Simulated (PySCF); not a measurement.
Start geometry of `C=C[C@@H](C)OC(C)C` from GFN2-xTB (Å):
```
atom  x, y, z in Å
C1     2.4485   -0.9003    0.9827
C2     1.7672   -0.6013   -0.1067
C3     0.9126    0.6281   -0.2652
C4     1.5188    1.5531   -1.3203
O5    -0.3906    0.2981   -0.7151
C6    -1.1901   -0.4275    0.2060
C7    -1.8586    0.5018    1.2224
C8    -2.2371   -1.1787   -0.6112
H9     2.4305   -0.2644    1.8536
H10    3.0620   -1.7828    1.0515
H11    1.7864   -1.2484   -0.9734
H12    0.8606    1.1607    0.6983
H13    0.9020    2.4412   -1.4252
H14    1.5525    1.0396   -2.2774
H15    2.5250    1.8420   -1.0286
H16   -0.5571   -1.1540    0.7414
H17   -1.1150    1.0285    1.8158
H18   -2.4891   -0.0747    1.8936
H19   -2.4692    1.2343    0.7003
H20   -1.7474   -1.8222   -1.3371
H21   -2.8603   -1.7850    0.0403
H22   -2.8617   -0.4687   -1.1465
```

Problem. What comes out of this run: PySCF, PBE0-D3(BJ)/def2-SVP geometry optimisation, gas phase?

Solution. 
```
atom  x, y, z in Å
C1     2.7988   -0.8325    0.8982
C2     2.1144   -0.5079   -0.1985
C3     1.2534    0.7164   -0.3447
C4     1.7999    1.6647   -1.3962
O5    -0.0498    0.3693   -0.7559
C6    -0.8560   -0.2838    0.2066
C7    -1.4556    0.7154    1.1853
C8    -1.9190   -1.0448   -0.5596
H9     2.7619   -0.2078    1.7974
H10    3.4263   -1.7268    0.9415
H11    2.1567   -1.1499   -1.0881
H12    1.2263    1.2422    0.6312
H13    1.1398    2.5396   -1.4875
H14    1.8360    1.1618   -2.3745
H15    2.8127    2.0009   -1.1332
H16   -0.2349   -1.0087    0.7693
H17   -0.6764    1.2585    1.7411
H18   -2.0947    0.2067    1.9229
H19   -2.0663    1.4537    0.6427
H20   -1.4517   -1.7495   -1.2622
H21   -2.5716   -1.6073    0.1244
H22   -2.5410   -0.3458   -1.1402
```

The energy falls by 6.5 kJ/mol over 6 energy and gradient evaluations, the largest force component goes from 0.0134 to 3.0e-04 Eh/bohr, and the atoms move by 0.065 Å rms after alignment. Among the bonds, C1–H9, C1–H10 and C2–H11 change most and about equally (+0.016 to +0.017 Å). Bonds longer at the end by more than 0.005 Å: 15 of 21; shorter: 4. Rotational constants go from 2757, 1266, 1116 to 2726, 1276, 1122 MHz. The orientation of the end geometry is arbitrary; only internal coordinates are fixed.

The run used 182 basis functions and 39 SCF cycles in all.

Not checked by PBE0-D3(BJ)/def2-SVP frequencies. The numbers are those of one conformer.
